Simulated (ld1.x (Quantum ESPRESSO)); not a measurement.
## What one change does to a pseudopotential (tantalum (Ta), RRKJ)

```json
{
  "Element": "tantalum",
  "Generator": "ld1.x (Quantum ESPRESSO) 7.5",
  "Type": "norm-conserving RRKJ (Kleinman–Bylander form)",
  "Functional": "PBEsol",
  "Relativity": "scalar-relativistic",
  "Frozen core": "[Kr] 4d10 4f14 5s2",
  "Valence charge": "11",
  "Reference configuration": "5p6 5d3 6s1.5 6p0 (charge +0.5)",
  "Partial waves": "5p (bound): rc 1.75 bohr; 5d (bound): rc 1.75 bohr; 6s (bound): rc 2.35 bohr",
  "Local potential": "the s channel",
  "Core correction": "none",
  "rho0": "0.02"
}
```

All-electron outer shells of the reference configuration (PBEsol, scalar-relativistic, ld1.x):

| shell | level (eV) | outermost node (bohr) | outermost maximum (bohr) |
| --- | --- | --- | --- |
| 5p | -42.88 | 0.58 | 1.13 |
| 4f | -28.19 | – | 0.44 |
| 6s | -8.48 | 1.32 | 2.71 |
| 5d | -6.95 | 0.65 | 1.58 |
| 6p | -3.87 | 1.59 | 3.61 |

Change: all radii scaled by about 1.12 (s 2.62, p 1.96, d 1.96 bohr).

Cutoffs: the cutoffs (Ry, on a coarse ladder) from which the occupation-weighted sum of valence levels, in a spherical-Bessel basis at the reference potential, stays within 10 and 1 mRy of its value at 400 Ry; they do not see the model core or the augmentation charge, which bear on the density cutoff. Errors are all-electron minus pseudo energies relative to the spin-unpolarised reference configuration.

Q: What does the change do?

A: The potential gets softer (45 Ry and 70 Ry → 25 Ry and 35 Ry); of the 7 tests that both files solve, the error grows in 1 and shrinks in 0 by more than 15 % and 0.3 meV (median size 36.7 → 34.0 meV); neither file shows a bound ghost. A larger radius leaves more room for a smooth pseudo-wave, so fewer plane waves are needed.

```tsv
quantity	base	changed
cutoff, loose	45 Ry	25 Ry
cutoff, tight	70 Ry	35 Ry
loose cutoff by channel (10 mRy a level)	p 35 Ry, d 21 Ry, s 6 Ry	p 18 Ry, d 21 Ry, s 6 Ry
bound ghosts	none	none
error for 5p6 5d3 6s2 6p0, meV [ΔE -3.48 eV]	+0.5	+0.2
error for 5p6 5d3 6s1 6p0, meV [ΔE 5.03 eV]	-2.7	-2.9
error for 5p6 5d3 6s0 6p0, meV [ΔE 20.00 eV]	-17	-19
error for 5p6 5d2 6s0 6p0, meV [ΔE 43.61 eV]	-37	-34
error for 5p5 5d3 6s2 6p0, meV [ΔE 41.54 eV]	-305	-374
error for 5p6 5d3 6s1 6p1, meV [ΔE 0.74 eV]	-448	-462
error for 5p6 5d4 6s0 6p0, meV [ΔE 6.45 eV]	-49	-55
```
